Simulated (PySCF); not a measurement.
Radial density of Br³⁺ (bromine, charge +3)

UHF, [Ar] 3d10 4s2 4p2, high-spin 3P determinant. All numbers are calculated (PySCF 2.14, scalar relativity by spin-free X2C-1e, in x2c-QZVPPall with one added diffuse shell each of s, p, d, f type (12s9p6d5f1g, 113 functions)).

```tsv
r (bohr)	4πr²ρ (e/bohr)	4πr²(ρα − ρβ)
0.000741	0.3443	0.0000
0.00125	0.8544	0.0000
0.00210	2.075	0.0000
0.00353	4.867	0.0000
0.00593	10.73	0.0000
0.00998	21.25	0.0003
0.0168	35.16	0.0025
0.0282	43.51	0.0129
0.0475	37.98	0.0499
0.0799	38.58	0.1153
0.134	51.65	0.0796
0.226	32.97	-0.0049
0.380	32.94	0.2761
0.640	24.94	-0.0058
1.08	5.782	0.7657
1.81	2.578	1.3105
3.04	0.2546	0.1744
5.12	0.0007048	0.0005
```

Densities and radii are taken from the X2C orbitals without a picture-change correction, which distorts them close to the nucleus.

**Question.** Where is the radial spin density 4πr²(ρα − ρβ) most negative, and why is it negative at all?

**Answer.** Around r = 0.640 bohr, down to -0.0058 e/bohr: exchange with the open shell polarises the paired shells in an unrestricted calculation.
